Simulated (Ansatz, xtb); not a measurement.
# GeH8SiSn: where a starting geometry ends

The starting geometry of this gas-phase singlet has its atoms placed at random.

```xyz
11

Ge   -2.4873    0.4037    0.8736
Si    0.5561    0.0422    0.3078
Sn    0.1589    0.2624   -1.9411
H    -1.2425    0.7970   -1.7811
H     0.8753   -0.0233    1.9492
H     1.9260    1.1105    0.7411
H    -1.7819   -0.7976   -0.3414
H     0.0108   -1.1793   -1.2516
H    -1.6096    0.3988   -0.6902
H     2.0003   -0.0978    1.5240
H     0.8759    0.9223   -0.5511
```

Problem. One run relaxed it with r2SCAN-D4/def2-SVP. What is a likely outcome?

Solution. It falls apart into GeH6SiSn + H2. Distances that change by over a tenth: Ge1–H7 (1.85 → 1.57 Å), Ge1–H9 (1.79 → 1.57 Å), Si2–Sn3 (2.29 → 2.87 Å), Si2–H11 (1.27 → 1.63 Å), Sn3–H4 (1.51 → 1.78 Å), Sn3–H8 (1.60 → 2.02 Å), Sn3–H9 (2.17 → 5.59 Å). Contacts that open: Si2–H5 (1.67 → 4.17 Å). Contacts that close: Ge1–Si2 (3.12 → 2.34 Å), Si2–H6 (1.79 → 1.50 Å), Si2–H8 (2.05 → 1.61 Å), H5–H10 (1.20 → 0.76 Å).

The energy falls by 12.06 eV over 66 steps:

```
step  E − E(last) (eV)
   1            12.061
   8             1.737
  15             0.752
  23             0.243
  30             0.055
  37             0.010
  44             0.004
  52             0.004
  59             0.003
  66             0.000
```

Final geometry (Å):

```tsv
atom	x (Å)	y (Å)	z (Å)
Ge	-2.1157	0.4647	1.1747
Si	-0.1996	0.8259	-0.1141
Sn	1.0833	-0.2476	-2.4411
H	-0.5152	-0.8943	-2.8662
H	2.7823	-1.5333	1.5966
H	1.0115	1.5005	0.4599
H	-3.1037	0.2170	-0.0180
H	0.5019	-0.5650	-0.5299
H	-2.3146	2.0126	1.3861
H	2.1530	-1.2064	1.8663
H	-0.0012	1.2646	-1.6753
```

From the same start GFN2-xTB ends elsewhere, in pieces: GeH4Sn + H4Si.

From so rough a start the end depends on the optimiser's path, so another program may land elsewhere. No frequencies were run, so the end isn't proven a minimum. Atoms past krypton carry core potentials, without spin–orbit terms. Run with Ansatz 0.2.0, 110 s on 2 threads of Intel(R) Xeon(R) 6975P-C (Granite Rapids) (shared host).
